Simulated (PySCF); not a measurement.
## Cl(2+): ionisation energy

Cl(2+) [Ne] 3s2 3p3 (4S) → Cl(3+) [Ne] 3s2 3p2 (3P), as a difference of total energies. Computed with PySCF 2.14 in aug-cc-pwCVDZ (6s5p3d, 36 functions), with no relativity, point nucleus. Correlated levels: valence: [Ne] frozen; valence and next inner shell: 1s2 frozen; nothing frozen. The calculations carry no spin-orbit coupling.

Q: Order these methods by the ionisation energy they give, lowest first.
A. M06-L
B. MP2 (valence and next inner shell)
C. PBE0
D. UHF

A: D (38.959 eV), B (39.447 eV), C (39.658 eV), A (39.738 eV).

A first-order spin-orbit estimate (lowest level to lowest level, LS coupling) adds -0.098 eV.

Errors of the correlated levels include the incompleteness of this basis and the frozen core.

For comparison: 39.8 ± 0.11 eV (semi-empirical (NIST evaluation); NIST Atomic Spectra Database, ionization energies).
